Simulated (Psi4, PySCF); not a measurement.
Input for Psi4:
```
memory 2 GB

molecule {
0 1
Mg    0.40305854   -0.05533096   -0.13647722
F    -0.45725792    1.18552207   -0.93154954
F    -0.08015346   -1.11174745    1.11351917
}

set {
  basis def2-svp
  scf_type pk
  puream true
  d_convergence 1e-8
  dft_radial_points 99
  dft_spherical_points 590
}

energy('b3lyp')
print_variables()
```

### Question
Write the same job for PySCF.

### Answer
One answer among several that fit: 
```python
from pyscf import gto, scf, dft

mol = gto.Mole()
mol.atom = '''
    Mg    0.403059   -0.055331   -0.136477
    F    -0.457258    1.185522   -0.931550
    F    -0.080153   -1.111747    1.113519
'''
mol.basis = 'def2-svp'
mol.charge = 0
mol.spin = 0
mol.verbose = 4
mol.build()

mf = dft.RKS(mol)
mf.xc = 'b3lyp'
mf.grids.atom_grid = (99, 590)
mf.grids.prune = None
mf.kernel()
```

Both were run: Psi4 gave -399.668257 Eh and PySCF -399.668260 Eh, 0.002 mEh apart.
